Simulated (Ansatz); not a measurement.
H₅N₃SW, SMILES [NH]=[W]([NH2])([NH2])=[S], multiplicity 1.

Geometry optimised at PBE0-D3(BJ)/def2-SVP. The spin state was assumed, not searched. The structure was generated by enumeration; whether it is a known compound was not checked. The def2 effective core potentials stand for the cores of W; spin–orbit coupling is left out. Other conformers were not sampled.

Two levels are set side by side: PBE/def2-SVPD (Ansatz, a quantum-chemistry and plane-wave program) and PBE0/def2-SVPD (Ansatz). Energy differences of separate SCF runs at the same geometry; the states with an electron removed or added have multiplicity 2 and 2. Differences are taken from unrounded values.

| quantity | PBE |
|---|---|
| vertical ionisation energy (eV) | 8.48 |
| vertical singlet–triplet gap (eV) | 3.35 |

These are the PBE values. What does PBE0 give? (An estimate is asked for; the answer gives what the named calculation found.)


```tsv
quantity	PBE0	PBE minus PBE0
vertical ionisation energy (eV)	8.74	-0.26
vertical singlet–triplet gap (eV)	3.31	0.04
```
